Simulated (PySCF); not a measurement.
**Dipole response of Mn⁺ (manganese, charge +1)**

[Ar] 3d6, high-spin 5D determinant (an excited configuration). Computed with PySCF 2.14 in def2-TZVPPD, with no relativity, point nucleus. Coupled (time-dependent) response in atomic units; α is the mean over directions.

| method | mean α (bohr³) | α xx, yy, zz | C₆ (like pair) | S(−4) |
| --- | --- | --- | --- | --- |
| UHF | 7.305 | 8.388, 8.388, 5.139 | 18.49 | 129.4 |
| PBE | 10.92 | 12.34, 12.34, 8.097 | 27.02 | 312.5 |
| PBE0 | 9.392 | 10.67, 10.67, 6.832 | 23.55 | 212.7 |
| TPSSh | 10.33 | 11.80, 11.80, 7.399 | 25.71 | 280.0 |

S(−4) is the Cauchy moment in α(ω) = α(0) + S(−4) ω² + …

α(iu) at TPSSh:

```json
{"u (hartree)": "0", "α(iu) (bohr³)": "10.33"}
{"u (hartree)": "0.0500", "α(iu) (bohr³)": "9.704"}
{"u (hartree)": "0.100", "α(iu) (bohr³)": "8.385"}
{"u (hartree)": "0.200", "α(iu) (bohr³)": "5.970"}
{"u (hartree)": "0.300", "α(iu) (bohr³)": "4.475"}
{"u (hartree)": "0.500", "α(iu) (bohr³)": "3.055"}
{"u (hartree)": "0.750", "α(iu) (bohr³)": "2.336"}
{"u (hartree)": "1.00", "α(iu) (bohr³)": "1.963"}
{"u (hartree)": "1.50", "α(iu) (bohr³)": "1.511"}
{"u (hartree)": "2.00", "α(iu) (bohr³)": "1.199"}
{"u (hartree)": "3.00", "α(iu) (bohr³)": "0.7837"}
{"u (hartree)": "5.00", "α(iu) (bohr³)": "0.3864"}
```

A single London oscillator, α(iu) = α/(1 + u²/ω²), gives C₆ = (3/4) ω α². Matching the computed C₆ needs ω = 4 × 25.71 / (3 × 10.33²) = 0.321 hartree.

For an ion, C₆ is the dispersion term alone; charge-induced terms of lower order in 1/R come first.

The components differ because the open shell of this determinant is not spherical; for a pure term their mean is the scalar polarisability.
